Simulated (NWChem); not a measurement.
System: C₃H₅, doublet; SMILES C[C]=C

Input file for NWChem:

```
start job
memory heap 200 mb stack 900 mb global 1100 mb
geometry units angstroms noautosym nocenter noautoz
  C      0.087530    -1.353071    -0.000038
  C     -0.383790    -0.126600    -0.000191
  C      0.067203     1.265149    -0.000393
  H     -0.567922    -2.231693    -0.000361
  H      1.172424    -1.552582     0.000546
  H      1.172919     1.329898     0.003268
  H     -0.298461     1.804487    -0.889366
  H     -0.304423     1.806866     0.884645
end
basis spherical
  C library 6-31g*
  H library 6-31g*
end
dft
  odft
  mult 2
  xc m05-2x
  iterations 150
end
cosmo
  dielec 3.9
end
task dft energy
```

Geometry: optimised at PBE0/def2-SVP, spin-unrestricted. No stability test was run on the SCF state.

Level: M05-2X/6-31G* with COSMO at NWChem's default radii, gas-phase geometry; the question gives the dielectric constant. Reactions with the solvent are ignored.

Q: What results follow from this input? (M05-2X/6-31G* (spherical d), spin-unrestricted, COSMO on the gas-phase geometry.) Quantities: electrostatic solvation energy (kcal/mol); dipole in solution (D).

A: 
```json
{
  "electrostatic solvation energy (kcal/mol)": "-1.5",
  "dipole in solution (D)": "1.05"
}
```
